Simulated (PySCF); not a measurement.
CH₁₀FNSi₃, SMILES F[SiH2]C[SiH2]N[SiH3]. Coordinates come from a r2SCAN-D4/def2-SVP optimisation. The structure was generated by enumeration, and PubChem lists no compound with its InChIKey, so it may never have been made. One conformer was computed; it need not be the lowest.

Computed equilibrium geometry at r2SCAN-D4/def2-SVP (PySCF confirms it by a frequency run) as bond lengths and angles (one conformer of several):
Atoms: F1 Si2 C3 Si4 N5 Si6 H7 H8 H9 H10 H11 H12 H13 H14 H15 H16. Bonds (Å): F1–Si2 1.635, Si2–C3 1.863, Si2–H7 1.490, Si2–H8 1.491, C3–Si4 1.890, C3–H9 1.105, C3–H10 1.106, Si4–N5 1.746, Si4–H11 1.491, Si4–H12 1.494, N5–Si6 1.742, N5–H13 1.019, Si6–H14 1.492, Si6–H15 1.496, Si6–H16 1.498. Bond angles (°): F1–Si2–C3 108.0, F1–Si2–H7 107.4, F1–Si2–H8 107.3, C3–Si2–H7 110.9, C3–Si2–H8 112.8, H7–Si2–H8 110.2, Si2–C3–Si4 114.1, Si2–C3–H9 110.3, Si2–C3–H10 108.3, Si4–C3–H9 108.8, Si4–C3–H10 108.3, H9–C3–H10 106.8, C3–Si4–N5 113.5, C3–Si4–H11 108.9, C3–Si4–H12 108.0, N5–Si4–H11 107.6, N5–Si4–H12 108.2, H11–Si4–H12 110.8, Si4–N5–Si6 128.5, Si4–N5–H13 115.1, Si6–N5–H13 116.1, N5–Si6–H14 106.8, N5–Si6–H15 111.6, N5–Si6–H16 113.1, H14–Si6–H15 109.8, H14–Si6–H16 108.5, H15–Si6–H16 107.0.
Charge 0, spin multiplicity 1.
